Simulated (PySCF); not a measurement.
A calculated (r2SCAN, PySCF 2.14, x2c-QZVPPall with one added diffuse shell each of s, p, d, f type, scalar relativity by spin-free X2C-1e) atom or ion has these occupied shells.

| shell | electrons | orbital energy (eV) | rms radius, mean of both spins (bohr) |
| --- | --- | --- | --- |
| 1s α | 1 | -3536.7 | 0.0938 |
| 1s β | 1 | -3536.7 | 0.0938 |
| 2s α | 1 | -359.27 | 0.421 |
| 2s β | 1 | -359.25 | 0.421 |
| 2p α | 3 | -283.69 | 0.389 |
| 2p β | 3 | -283.67 | 0.389 |
| 3s α | 1 | -36.744 | 1.37 |
| 3s β | 1 | -36.705 | 1.37 |
| 3p α | 3 | -19.433 | 1.56 |
| 3p β | 3 | -19.386 | 1.56 |
| 4s α | 1 | -2.600 | 5.30 |

(1) Name the element and its charge.

Results:

(1) K (potassium, neutral), in [Ar] 4s1, 2S determinant.
